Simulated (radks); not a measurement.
Results of a calculation; reference values are marked as such.
Question: Coulomb parameter of the 3d shell of the copper ion Cu3+ in the model configuration [Ar] 3d7 4p1, as a second difference U = [E(n + 1) + E(n - 1) - 2 E(n)] / (1)^2 with all orbitals relaxed. "Bare": the charge of the atom changes with n. "Screened": the 4p shell takes up the change at fixed total charge, which measures U(3d,3d) + U(4p,4p) - 2 U(3d,4p). Code: a radial shooting solver on a logarithmic mesh with Libxc functionals. Model: Dirac Kohn-Sham, PBE, spin-unpolarised, spherical densities, point nucleus; open shells are shared between the two j in proportion to 2j + 1. Estimate both.

Answer: U(bare) = 21.762 eV, U(screened by 4p) = 6.963 eV.
